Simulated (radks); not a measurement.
Values are calculated unless marked as measured or tabulated.
Q: Radial electron density D(r) = 4 pi r^2 rho(r) of an atom or ion with 17 electrons. Code: a radial shooting solver on a logarithmic mesh with Libxc functionals. Model: scalar-relativistic Kohn-Sham, BP86, spin-unpolarised, spherical densities, point nucleus.

r (bohr)  D(r) (e/bohr)
0.005791          1.370
0.006741          1.790
0.007785          2.293
0.008991          2.921
0.01038           3.696
0.01209           4.699
0.01396           5.845
0.01612           7.196
0.01862           8.753
0.02168           10.61
0.02503           12.51
0.02891           14.50
0.03339           16.46
0.03887           18.33
0.04489           19.75
0.05184           20.66
0.05987           20.90
0.0697            20.39
0.0805            19.26
0.09297           17.72
0.1074            16.14
0.125             14.93
0.1444            14.63
0.1667            15.33
0.1925            16.91
0.2241            18.98
0.2589            20.55
0.2989            20.98
0.3452            19.82
0.4019            16.90
0.4642            13.15
0.5361            9.335
0.6191            6.341
0.7207            4.601
0.8323            4.225
0.9613            4.561
1.11              4.939
1.292             4.848
1.493             4.168
1.724             3.107
1.991             1.993
2.318             1.048
2.676            0.4769
3.091            0.1838
3.57            0.06808
4.156           0.04022
4.799           0.05260
5.543           0.08352
6.401            0.1210
7.452            0.1477
8.606            0.1472
9.939            0.1195
11.48           0.07617
13.36           0.03467
15.43           0.01169
17.82          0.002779
20.58         0.0004670

What is the nuclear charge?

A: Z = 18. The innermost maximum, from 1s, lies near gamma/Z bohr with gamma = sqrt(1 - (Z/c)^2) = 0.991, here 0.0551 bohr (found: 0.0585), and its height grows with Z. The density is that of the argon ion Ar+ in [Ne] 3s1 3p5 4f1; the configuration itself is not fixed sharply by these data, and Z only to about a unit. D(r) has 4 maxima, at r = 0.0585, 0.290, 1.17, 8.01 bohr, and minima at 0.141, 0.819, 4.19 bohr, inside which lie 2.17, 10.41, 16.02 electrons.
